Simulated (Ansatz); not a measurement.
Compare A (`C/C(O)=[N]\[AlH2]`) with its isomer B (`O[CH]1C[NH][AlH]1`).

Isolated molecules relaxed with PBE0-D4/def2-TZVP in Ansatz; ΔE leaves out vibrations. CCSD(T)/CBS is the MP2 limit (def2-TZVPP, def2-QZVPP) plus CCSD(T) − MP2 in def2-TZVPP, frozen cores. DFT in def2-TZVPP. One conformer a species, not always the lowest.

Problem. Which isomer does CCSD(T)/CBS put lower? Give the gap. (Estimate.)

Solution. Ansatz gave: A, by 23.7 kcal/mol.

Problem. Give E(B) − E(A) in kcal/mol with PBE0-D4, r2SCAN-D4, ωB97M-V, PBE-D4, HF/def2-TZVPP, CCSD/def2-TZVPP, MP2/def2-TZVPP. (Best estimate.)

Solution. Computed: PBE0-D4 23.5, r2SCAN-D4 27.1, ωB97M-V 24.9, PBE-D4 24.4, HF/def2-TZVPP 34.3, CCSD/def2-TZVPP 25.2, MP2/def2-TZVPP 24.5. None reverses the order clearly.

Largest T1 diagnostic: 0.014.

From PBE to PBE0 (25 % exact exchange), in def2-TZVPP and without D4, E(B) − E(A) moves by −1.0 kcal/mol. In def2-TZVPP, CCSD(T) changes the Hartree–Fock value by −9.3 kcal/mol (the triples alone add −0.1 kcal/mol) and MP2 by −9.9 kcal/mol.
